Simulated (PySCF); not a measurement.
**Excitation energy of W by level of theory**

W [Xe] 4f14 5d4 6s2 (5D) → W [Xe] 4f14 5d3 6s2 7s1 (5F), as a difference of total energies. Calculation: PySCF 2.14, in aug-cc-pVTZ-PP with one added diffuse shell each of s, p, d, f, g type with ECP60MDF (7s7p6d4f3g, 113 functions); a scalar-relativistic core potential. Correlated levels: valence: 5s2 5p6 frozen. The calculations carry no spin-orbit coupling.

```csv
method,excitation energy (eV)
UHF,5.997
LDA,6.982
PBE,6.800
PBE0,6.745
r2SCAN,6.889
r2SCANh,6.866
BP86,6.852
wB97M-V,6.688
MP2 (valence),6.535
SCS-MP2 (valence),6.184
```

Q: How much does correlation contribute at MP2 (valence)?

A: 6.535 − (5.997) = 0.538 eV, measured against UHF.

The promoted electron is Rydberg-like, and one or two diffuse shells describe it only roughly, which tends to raise the upper state.
